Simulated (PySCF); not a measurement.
A run that did not reach its result, on `FC(F)O[C@H]1C=COC1` (driver script around PySCF, density fitting, GFN2-xTB geometry as the base; each input is a line of settings and coordinates in Å).

Command:
```bash
OMP_NUM_THREADS=1 python probes_run.py task.json out
```
Input:
```
{"job": {"kind": "uv", "xc": "SCAN", "basis": "6-31++G**", "nstates": 12, "ntriplets": 0, "tda": true, "scf": {"max_cycle": 73}}, "charge": 1, "multiplicity": 3}
F      2.143949     1.400920     0.395740
C      2.184703     0.426954    -0.551643
F      2.810782    -0.613197     0.069130
O      0.989931     0.096415    -1.026944
C      0.010347    -0.361851    -0.052907
C     -0.795869     0.764544     0.528291
C     -2.046160     0.647293     0.097267
O     -2.289563    -0.432671    -0.677721
C     -1.070875    -1.155417    -0.806079
H      2.827496     0.771929    -1.375629
H      0.537359    -0.959512     0.698102
H     -0.380631     1.536131     1.141967
H     -2.898463     1.273796     0.287639
H     -0.811586    -1.232504    -1.864751
H     -1.215834    -2.154841    -0.390030
```

Output:
```
RuntimeError: Electron number 69 and spin 2 are not consistent
Note mol.spin = 2S = Nalpha - Nbeta, not 2S+1
```

Task: Diagnose the run.

Result: 69 electrons can't have multiplicity 3: an even count needs an odd multiplicity, an odd count an even one. Mend the charge or the multiplicity. SCAN is a meta-GGA, for which the driver's response step would refuse in any case. The run gave no result.

Conformer computed: `[F:1][CH:2]([F:3])[O:4][C@H:5]1[CH:6]=[CH:7][O:8][CH2:9]1`: F1–C2–O4–C5 -58°, C2–O4–C5–C6 89°.
